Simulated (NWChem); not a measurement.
# GeHCl, singlet; SMILES [Cl][GeH]

Computed with NWChem. Low-valent species are run as closed-shell singlets; no triplet was tried in these runs. All runs use the structure optimised with PBE0-D3(BJ)/def2-TZVP. Hybrids' shares of exact exchange are those that their runs print; pure functionals count as 0. The functionals differ in more than this share.

```
row              share of exact exchange  highest occupied level (eV)
---------------  -----------------------  ---------------------------
PBE/def2-TZVP                       0.00                        -6.05
PW91/def2-TZVP                      0.00                        -6.10
TPSSh/def2-TZVP                     0.10                        -6.63
B3LYP/def2-TZVP                     0.20                        -6.99
MPW1K/def2-TZVP                     0.43                     withheld
```

Fit a straight line of the last column on the one before it, predict the withheld value, and compare with the run.


1. Means of the 4 shown rows: x = 0.075, y = -6.442. Slope Σ(x − x̄)(y − ȳ)/Σ(x − x̄)² = -0.1283/0.02750 = -4.664; intercept -6.093.
2. The shown rows scatter about the line by 0.045 (root mean square); the largest residual is -0.07, at TPSSh/def2-TZVP.
3. At x = 0.43 (MPW1K/def2-TZVP; beyond the shown range) the line gives -8.10.
4. The run gives -7.99, +0.11 from the line, 2.4 times the scatter.
